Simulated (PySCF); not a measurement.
**Si²⁺ (silicon, charge +2) across methods**

[Ne] 3s1 4s1, high-spin 3S determinant (an excited configuration). Calculation: PySCF 2.14, in dyall-acv3z; no relativity, point nucleus.

```csv
method,E (hartree),mean ε 2p β (eV),mean ε 3s α (eV),mean ε 4s α (eV),Σ⟨r²⟩ (bohr²),⟨S²⟩
PBE,-287.6451,-124.15,-33.555,-12.697,27.60,2.000
PBE0,-287.6701,-129.51,-34.826,-13.157,27.80,2.000
revPBE,-287.7408,-124.12,-33.477,-12.715,27.66,2.000
r2SCAN,-287.7599,-126.28,-33.905,-12.585,28.11,2.000
UHF,-287.34172,-144.30,-38.229,-14.162,28.84,2.000
LDA,-286.6280,-124.23,-33.738,-12.637,27.48,2.000
wB97X-V,-287.7409,-131.39,-37.162,-14.386,28.10,2.000
```

**Question.** Estimate the same row for BHandHLYP.

**Answer.** E (hartree) = -287.8001; mean ε 2p β (eV) = -134.86; mean ε 3s α (eV) = -36.100; mean ε 4s α (eV) = -13.343; Σ⟨r²⟩ (bohr²) = 28.07; ⟨S²⟩ = 2.000.

The outer electron is Rydberg-like, and this basis confines it to a smaller radius and binds it less than a complete one would.
